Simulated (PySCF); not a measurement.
# How methods differ on the excitation energy of Ti

Ti [Ar] 3d2 4s2 (3F) → Ti [Ar] 3d1 4s2 5s1 (3D), as a difference of total energies. Computed with PySCF 2.14 in x2c-QZVPPall with one added diffuse shell each of s, p, d, f, g type (12s8p6d4f3g, 121 functions), with scalar relativity by spin-free X2C-1e. Correlated levels: valence: [Ar] frozen; valence and next inner shell: [Ne] frozen. The calculations carry no spin-orbit coupling.

| method | excitation energy (eV) |
| --- | --- |
| UHF | 7.094 |
| LDA | 8.105 |
| PBE | 8.017 |
| r2SCAN | 8.381 |
| M06 | 7.434 |
| PBEsol | 8.014 |
| LC-wPBE | 8.008 |
| MP2 (valence) | 7.179 |
| SCS-MP2 (valence) | 7.062 |
| MP2 (valence and next inner shell) | 7.291 |

Q: Estimate what PBE0 gives.

A: 7.917 eV, closest to LC-wPBE among the rows shown.

Q: Estimate what SCS-MP2 (valence and next inner shell) gives.

A: 7.217 eV, closest to MP2 (valence) among the rows shown.

The upper state lies above the first ionisation limit, where it may autoionise and the basis confines it. A Rydberg-like electron needs more diffuse functions than a valence basis has.

The promoted electron is Rydberg-like, and one or two diffuse shells describe it only roughly, which tends to raise the upper state.
